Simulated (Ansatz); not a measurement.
`O=C=[N][GeH]([F])[Cl]` + `[SiH3]N[SiH3]` → `[F][GeH]([Cl])[N]([SiH3])[SiH3]` + `N=C=O` at 298.15 K and 1 bar (ligand exchange at a Ge–N bond).

Program: Ansatz. Geometries: PBE0-D4/def2-TZVP. ΔE: electronic, gas phase. CCSD(T)/CBS adds triple-zeta CCSD(T) − MP2 to the extrapolated MP2 energy (def2 sets, frozen cores). This one scheme is used for every species. For Ge outer-core shells are correlated without core-valence functions, which leaves a few kJ/mol of doubt a bond. Scalar relativity is left out up to krypton. One conformer a species, not always the lowest.

```
                          species  CCSD(T)/CBS energy (Eh)  H − E (kJ/mol)  S (J/(mol·K))
          `O=C=[N][GeH]([F])[Cl]`              -2804.31074            89.0          375.2
                  `[SiH3]N[SiH3]`               -637.10515           192.6          335.6
`[F][GeH]([Cl])[N]([SiH3])[SiH3]`              -3272.89201           211.4          439.2
                          `N=C=O`               -168.51995            67.5          238.3
```

H − E and S are ideal-gas, rigid-rotor, harmonic terms from PBE0-D4/def2-TZVP, for one conformer and one mirror image of each species. 1 Eh = 2625.50 kJ/mol, R = 8.31446 J/(mol·K).

Q: By hand: ΔE, ΔH, ΔS and ΔG.

A: ΔE = (-3272.89201) + (-168.51995) − (-2804.31074) − (-637.10515) = 0.00393 Eh = 10.3 kJ/mol. Δ(H − E) = 211.4 + 67.5 − 89.0 − 192.6 = -2.7, so ΔH = 7.6 kJ/mol. ΔS = 439.2 + 238.3 − 375.2 − 335.6 = -33.3 J/(mol·K). ΔG = 7.6 − 298.15 × (-33.3)/1000 = 17.5 kJ/mol.

Q: By hand: the equilibrium constant, and the temperature at which ΔG would vanish if ΔH and ΔS stayed fixed.

A: log₁₀ K = −ΔG/(RT ln 10) = -3.1. ΔH and −TΔS have one sign here, so there is no such temperature.

TΔS isn't small against ΔH here. A doubt of 5 kJ/mol in ΔE shifts log₁₀ K by 0.9 here. Other conformers and mirror images would add mixing entropy, several J/(mol·K) or more a flexible species. Modes under 60 cm⁻¹, often nearly free rotors, make the harmonic entropy too high. These are equilibria of isolated gas molecules and say nothing of rates. Largest T1 diagnostic: 0.018 (customary marks: 0.02 for closed shells, 0.045 for open ones).
